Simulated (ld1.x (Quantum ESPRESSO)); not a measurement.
# Fe: variants of one TM potential

Base potential:

* Element: Fe (Z = 26)
* Generator: ld1.x (Quantum ESPRESSO) 7.5
* Type: norm-conserving Troullier–Martins (Kleinman–Bylander form)
* Functional: PBE
* Relativity: scalar-relativistic
* Frozen core: [Ne]
* Valence charge: 16
* Reference configuration: 3s2 3p6 3d6 4s2 4p0
* Partial waves: 3p (bound): rc 0.95 bohr; 3d (bound): rc 1.40 bohr; 3s (bound): rc 1.15 bohr
* Local potential: the s channel
* Core correction: Bessel-smoothed model core inside 0.75 bohr

Occupied shells without a wave of their own: 4s. They enter only through the test configuration that unscreens the potential, and ld1.x also counts them in the model core charge.

Cutoffs, loose and tight: the cutoffs (Ry, on a coarse ladder) from which the occupation-weighted sum of valence levels, in a spherical-Bessel basis at the reference potential, stays within 10 and 1 mRy of its value at 400 Ry. They do not see the model core or the augmentation charge, which bear on the density cutoff. Test errors are all-electron minus pseudo excitation energies from the reference, over the configurations 3s2 3p6 3d6 4s1 4p0; 3s2 3p6 3d6 4s0 4p0; 3s2 3p6 3d5 4s0 4p0; 3s2 3p6 3d5 4s2 4p1; 3s2 3p6 3d7 4s0 4p0; 3s2 3p6 3d6 4s1.5 4p0; 3s2 3p6 3d4 4s0 4p0. A dash means not determined; rows that change the core or the reference have their own tests. The largest error is taken over the tests solved by every variant that gives reliable tests at all: 3s2 3p6 3d4 4s0 4p0; 3s2 3p6 3d5 4s0 4p0; 3s2 3p6 3d5 4s2 4p1; 3s2 3p6 3d6 4s0 4p0; 3s2 3p6 3d6 4s1.5 4p0; 3s2 3p6 3d7 4s0 4p0.

With those shells counted twice in exchange and correlation these files are broken, and their errors move erratically; no question is asked of them.

A true bound ghost makes a file unfit for plane-wave use even where its test errors are small: the radial tests pick states by their node count and pass the ghost by.

```csv
change,outcome,"cutoff, loose","cutoff, tight",bound ghosts,largest test error (meV)
base,"generated, misses its reference levels by 0.42 eV",140 Ry,230 Ry,none,-4013
"all radii but the core radius scaled by about 1.30 (s 1.50, p 1.24, d 1.82 bohr)","generated, misses its reference levels by 1.53 eV",90 Ry,140 Ry,none,-10830
wave 3d (bound): rc 1.40 bohr becomes 3d (bound): rc 2.02 bohr,"generated, misses its reference levels by 0.42 eV",120 Ry,200 Ry,none,-3539
wave 3p (bound): rc 0.95 bohr becomes 3p (bound): rc 1.42 bohr,"generated, misses its reference levels by 0.42 eV",120 Ry,200 Ry,none,-4011
type RRKJ; local potential the d channel,generated,160 Ry,230 Ry,none,-1866
core correction Bessel-smoothed model core inside 0.62 bohr,"generated, misses its reference levels by 0.42 eV",140 Ry,230 Ry,none,-4012
reference 3s2 3p6 3d6 4s0 4p0,generated,140 Ry,230 Ry,none,+842
wave 3s (bound): rc 1.15 bohr becomes 3s (bound): rc 1.36 bohr,"generated, misses its reference levels by 1.04 eV",140 Ry,230 Ry,none,-8085
wave 3d (bound): rc 1.40 bohr becomes 3d (bound): rc 1.88 bohr,"generated, misses its reference levels by 0.42 eV",140 Ry,200 Ry,none,-3667
"core [Ne] 3s2, valence charge 14; reference 3p6 3d6 4s2 4p0; waves now 4s (bound): rc 2.35 bohr; 3d (bound): rc 1.80 bohr; 3p (bound): rc 1.40 bohr; local potential the p channel; core correction Bessel-smoothed model core, default radius (core density twice the valence density)",generated,90 Ry,140 Ry,s,-56
reference 3s2 3p6 3d6 4s1.5 4p0,"generated, misses its reference levels by 0.48 eV",140 Ry,230 Ry,none,-2118
core correction none,"generated, misses its reference levels by 0.42 eV",140 Ry,230 Ry,none,-2901
```
